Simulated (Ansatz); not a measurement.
`O[SiH](F)CCl` and `OB[SiH](O)F` differ in one atom or group.

Ansatz, PBE0-D4/def2-TZVP geometries, multiplicity 1. Each molecule was computed in one conformer, which needn't be the lowest.

```csv
property,`O[SiH](F)CCl`
HOMO–LUMO gap (ωB97M-V/def2-TZVPP) / eV,12.51
size of the dipole moment (B3LYP/def2-TZVPP) / D,1.72
LUMO energy (ωB97M-V/def2-TZVPP) / eV,1.83
zero-point energy (PBE0-D4/def2-TZVP) / kJ/mol,144.4
HOMO energy (B3LYP/def2-TZVPP) / eV,-8.20
"ideal-gas entropy at 298 K and 1 bar (rigid rotor, harmonic PBE0-D4/def2-TZVP) / J/(mol·K)",343
```

(1) Give the same properties after the change, and the shifts. (Best estimate.)

Answers

(1) Ansatz gave: 
| property | `OB[SiH](O)F` | shift |
| --- | --- | --- |
| HOMO–LUMO gap (ωB97M-V/def2-TZVPP) / eV | 10.82 | -1.69 |
| size of the dipole moment (B3LYP/def2-TZVPP) / D | 1.78 | 0.06 |
| LUMO energy (ωB97M-V/def2-TZVPP) / eV | 0.74 | -1.09 |
| zero-point energy (PBE0-D4/def2-TZVP) / kJ/mol | 142.3 | -2.1 |
| HOMO energy (B3LYP/def2-TZVPP) / eV | -7.72 | 0.48 |
| ideal-gas entropy at 298 K and 1 bar (rigid rotor, harmonic PBE0-D4/def2-TZVP) / J/(mol·K) | 345 | 2 |

With PBE0 the HOMO rises by 0.54 eV and the LUMO falls by 1.11 eV, so the gap narrows by about 1.65 eV. PBE moves the HOMO by 0.49 eV and ωB97M-V by 0.60 eV. Dipoles are sizes alone; their direction can turn. Modes under 60 cm⁻¹, often nearly free rotors, make the harmonic entropy too high.

B3LYP here is the variant with VWN-RPA as its local correlation; programs differ in this.
